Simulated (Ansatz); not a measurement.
Consider the substitution at a C–O bond: `C[O][Mo](=[O])([F])=[S]` + `[OH][Al]([OH])[SiH3]` → `C[O][Al]([OH])[SiH3]` + `[O]=[Mo]([OH])([F])=[S]`.

Gas-phase electronic energies from Ansatz, PBE0-D4/def2-TZVP geometries. CBS: MP2 limit from def2 TZ/QZ plus the TZ coupled-cluster correction, frozen cores. Functionals use def2-TZVPP. HSE06 is defined as in plane-wave codes. Elements past krypton have def2 core potentials. For Mo outer-core shells are correlated without core-valence functions, which leaves a few kJ/mol of doubt a bond. One conformer a species, not always the lowest.

(1) Is it downhill or uphill in electronic energy at CCSD(T)/CBS, and by how much? (An estimate is asked.)

(2) What do these levels give: BLYP-D4, r2SCANh-D4, HSE06-D4, BHLYP-D4, PBE-QIDH, BLYP, r2SCAN, PBE0, CAM-B3LYP, RPA@PBE/def2-TZVPP, MP2/def2-TZVPP, CCSD(T)/def2-TZVPP? (Estimate.)

Largest T1 diagnostic among the species: 0.025, so the coupled-cluster value is less sure than usual.

Results:

(1) Ansatz gave: Uphill: ΔE = +25.5 kJ/mol.

(2) Computed: BLYP-D4 22.7, r2SCANh-D4 20.8, HSE06-D4 20.3, BHLYP-D4 21.7, PBE-QIDH 23.4, BLYP 21.0, r2SCAN 20.8, PBE0 19.6, CAM-B3LYP 20.8, RPA@PBE/def2-TZVPP 21.3, MP2/def2-TZVPP 29.3, CCSD(T)/def2-TZVPP 24.2 kJ/mol.

Leaving LDA and LC-ωPBE aside and taking each functional with its dispersion term where it has one, the values, not all of them listed here, spread over 4.1 kJ/mol, from ωB97M-V to B2PLYP. In def2-TZVPP, CCSD(T) changes the Hartree–Fock value by +5.7 kJ/mol (the triples alone add +2.0 kJ/mol) and MP2 by +10.8 kJ/mol.
